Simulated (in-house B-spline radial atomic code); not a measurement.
Ionising the tellurium ion Te¹²⁺ with different functionals

Computed with a radial B-spline atomic code at the basis-set limit: scalar-relativistic (spin-free X2C) Hamiltonian, Fermi nucleus of rms radius 4.7423 fm, spin-polarised at highest spin, spherical fractional occupations for the functionals. The ionisation energy is the difference of two self-consistent energies, [Kr] 4d4 → [Kr] 4d3, without Breit or QED terms; ε is the level of the shell that loses the electron (its least bound occupied spin orbital). There is no spin-orbit coupling in this Hamiltonian.

Hybrids are left out here: with spherical fractional occupations of an open shell their exact exchange keeps a self-interaction that integer-occupation calculations don't have.

```tsv
method	rung	ΔSCF (eV)	-ε(4d) (eV)
LDA exchange-only	LDA	271.71	258.62
PW91	GGA	?	?
PBE	GGA	?	?
PBEsol	GGA	273.52	260.41
```

(1) What does PW91 give?

(2) What does PBE give?

(3) How do they compare with the NIST value?

Results:

(1) ΔSCF 273.72 eV, and -ε(4d) = 260.62 eV.

(2) ΔSCF 273.62 eV, and -ε(4d) = 260.52 eV.

(3) NIST lists 272 eV ± 3 (tabulated theory, ground level to ground level). Errors run from -0.29 to +1.72 eV; all lie within about twice that uncertainty, so the table can't rank the methods.
